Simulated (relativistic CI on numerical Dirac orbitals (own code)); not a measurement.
**Sensitivity of the levels of Xe⁶⁺ to α and to the nuclear radius**

Method of calculation: Dirac-Coulomb-Breit CI, orbitals from a KLI potential per configuration, derivatives by finite differences, unscaled Slater integrals, QED left out (own radial code, finite nucleus).

Configurations in the expansion (outside the closed core [Kr] 4d10): 5s², 5s5p, 5p², 5s5d, 4f², 5d², 5s4f, 5s5f. Levels of other configurations are missing.

With x = (α/α₀)² − 1 an excitation energy changes as ω = ω₀ + qx; K = 2q/ω₀ is the relative enhancement. Terms are leading LS components, so labels can repeat. The field-shift factor is F = δν/δ⟨r²⟩ for the transition from the lowest level.

Lowest level 5s² ¹S0.

```
    Level  ω₀ (cm⁻¹)  q (cm⁻¹)  F (GHz/fm²)
5s5p ³P°0      91526      6514        -27.1
5s5p ³P°1      96273     10840        -27.3
5s5p ³P°2     108782     25710          -28
5s5p ¹P°1     155055     21450        -26.8
  5p² ³P0     222366     19970        -56.2
  5p² ¹D2     231405     33570        -53.1
  5p² ³P1     232220     34010        -56.8
  5p² ³P2     247331     50480        -55.3
5s4f ³F°2     273668     34800        -28.4
5s4f ³F°3     273754     34830        -28.4
5s4f ³F°4     273874     34870        -28.3
  5p² ¹S0     278173     48120        -55.9
5s4f ¹F°3     284051     35720          -29
 5s5d ³D1     284850     27110        -27.1
 5s5d ³D2     285823     28070        -27.1
 5s5d ³D3     287371     29660        -27.1
 5s5d ¹D2     316856     30010        -31.7
5s5f ³F°2     456048     28700        -25.9
5s5f ³F°3     456165     28780        -25.9
5s5f ³F°4     456363     28980        -25.9
5s5f ¹F°3     457565     28600        -25.7
  4f² ³H4     547483     69080        -57.5
  4f² ³H5     547598     69110        -57.5
```

At this charge configurations can still be misplaced by up to about 7 % of their energy. Levels and lines within the n = 5 or 6 shells can be off by up to 10 % or somewhat more, and those that change n by about 2 %, since core polarisation is missing.

(1) Which transition from the lowest level has the largest |K|?

## Answers

(1) 5s5p ³P°2 at 108782 cm⁻¹, K = 0.473.
